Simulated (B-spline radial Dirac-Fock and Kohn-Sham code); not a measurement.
System: the free strontium atom in the configuration 1s2 2s2 2p6 3s2 3p6 3d10 4s2 4p6 5s2. Calculated with a radial B-spline solver, using the independent-particle Dirac-Slater model, thresholds from Dirac-Fock.

**Question.** Which of the sources Mg Kα (1253.6 eV), Al Kα (taken as 1486.9 eV), Ag Lα (2984.4 eV), Cr Kα (5414.7 eV), Cu Kα (8047.8 eV), Ga Kα (9251.7 eV), Mo Kα (17479.3 eV), Ag Kα (22162.9 eV) can ionise the 2s level, and how does the cross section change among them?

**Answer.** The computed threshold is 2230.8 eV, above Mg Kα, Al Kα; the others can ionise it. Cross sections: Ag Lα 37.7 kb, Cr Kα 12.4 kb, Cu Kα 5.38 kb, Ga Kα 3.95 kb, Mo Kα 0.886 kb, Ag Kα 0.490 kb. From the first to the last it falls by a factor of 77.
